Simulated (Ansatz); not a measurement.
`C[SiH2]/N=C/F` → `C/N=C\F` + `[SiH2]` at 600 K and 1 bar (silylene formation by 1,1-elimination).

Gas-phase electronic energies from Ansatz, PBE0-D4/def2-TZVP geometries. CCSD(T)/CBS is the MP2 limit (def2-TZVPP, def2-QZVPP) plus CCSD(T) − MP2 in def2-TZVPP, frozen cores. This one scheme is used for every species. Double bonds are as drawn, so ΔE can hold a change between cis and trans. Each species was taken in one conformer, which may not be the lowest.

| species | CCSD(T)/CBS energy (Eh) | H − E (kJ/mol) | S (J/(mol·K)) |
| --- | --- | --- | --- |
| `C[SiH2]/N=C/F` | -523.29934 | 265.2 | 435.8 |
| `C/N=C\F` | -232.97538 | 201.8 | 345.8 |
| `[SiH2]` | -290.19011 | 52.1 | 233.9 |

H − E and S are ideal-gas, rigid-rotor, harmonic terms from PBE0-D4/def2-TZVP, for one conformer and one mirror image of each species. 1 Eh = 2625.50 kJ/mol, R = 8.31446 J/(mol·K).

By hand: ΔE, ΔH, ΔS and ΔG.

ΔE = (-232.97538) + (-290.19011) − (-523.29934) = 0.13385 Eh = 351.4 kJ/mol. Δ(H − E) = 201.8 + 52.1 − 265.2 = -11.3, so ΔH = 340.1 kJ/mol. ΔS = 345.8 + 233.9 − 435.8 = 143.9 J/(mol·K). ΔG = 340.1 − 600 × (143.9)/1000 = 253.8 kJ/mol.

By hand: the equilibrium constant, and the temperature at which ΔG would vanish if ΔH and ΔS stayed fixed.

log₁₀ K = −ΔG/(RT ln 10) = -22.1. ΔG = 0 at ΔH/ΔS = 2363 K.

The number of gas molecules changes by +1, which sets the sign of ΔS. A doubt of 5 kJ/mol in ΔE shifts log₁₀ K by 0.4 here. Other conformers and mirror images would add mixing entropy, several J/(mol·K) or more a flexible species. These are equilibria of isolated gas molecules and say nothing of rates. Largest T1 diagnostic: 0.014 (customary marks: 0.02 for closed shells, 0.045 for open ones).
